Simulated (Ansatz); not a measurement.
Gas-phase electronic energies from Ansatz, PBE0-D4/def2-TZVP geometries. CCSD(T)/CBS adds triple-zeta CCSD(T) − MP2 to the extrapolated MP2 energy (def2 sets, frozen cores). This one scheme is used for every species. DFT in def2-TZVPP. B3LYP here is the variant with VWN-RPA as its local correlation; programs differ in this. For Ge outer-core shells are correlated without core-valence functions, which leaves a few kJ/mol of doubt a bond. Scalar relativity is left out up to krypton. One conformer a species, not always the lowest.

`[CH3][GeH2][CH2]N` + H₂ → `N[CH2][GeH3]` + CH₄  (hydrogenolysis of a Ge–C bond)

`[CH3][GeH2][CH2]N`:

```xyz
13

C    -0.036   -0.107   -2.162
Ge   -0.580   -0.544   -0.335
C     0.339    0.621    0.957
N     0.077    0.177    2.317
H     1.042   -0.229   -2.279
H    -0.296    0.926   -2.398
H    -0.537   -0.760   -2.877
H    -0.200   -2.008   -0.011
H    -2.105   -0.398   -0.181
H     1.404    0.677    0.682
H    -0.073    1.626    0.827
H     0.430   -0.759    2.467
H     0.534    0.778    2.993
```

H₂:

Cartesian coordinates in Å:
```
H 0.215 0.211 -0.220
H -0.215 -0.211 0.220
```

`N[CH2][GeH3]`:

Z-matrix (Å, degrees):
```
C
Ge 1 1.966
N 1 1.455 2 109.9
H 1 1.093 2 106.8 3 118.0
H 1 1.100 2 108.8 3 -126.9
H 2 1.540 1 110.4 3 173.0
H 2 1.542 1 108.9 3 53.8
H 2 1.536 1 110.6 3 -65.7
H 3 1.013 1 111.1 2 176.9
H 3 1.012 1 111.0 2 -64.1
```

CH₄:

```xyz
5

C     0.000    0.000    0.000
H    -0.769    0.772    0.025
H     0.982    0.468   -0.059
H    -0.152   -0.636   -0.871
H    -0.062   -0.603    0.905
```

```tsv
level	ΔE (kJ/mol)	difference from CCSD(T)/CBS
r2SCAN-D4	-39.8	-3.2
B3LYP-D4	-42.8	-6.2
ωB97X-V	-41.1	-4.5
B2PLYP	-43.9	-7.3
HF/def2-TZVPP	-60.0	-23.4
MP2/def2-TZVPP	-31.1	5.5
CCSD(T)/def2-TZVPP	-37.0	-0.4
MP2/def2-QZVPP	-31.1	5.5
SCS-MP2/def2-QZVPP	-36.8	-0.2
MP2/CBS(def2)	-30.8	5.8
CCSD(T)/CBS	-36.6	0
```

Largest T1 diagnostic among the species: 0.010.

The D4 term adds +7.5 kJ/mol with B3LYP and +4.2 kJ/mol with PBE0; it sums over pairs of atoms, weighted by their polarisabilities, and B3LYP, whose exchange is more repulsive, gets the larger term. In def2-TZVPP, CCSD(T) changes the Hartree–Fock value by +23.0 kJ/mol (the triples alone add +3.9 kJ/mol) and MP2 by +28.8 kJ/mol.
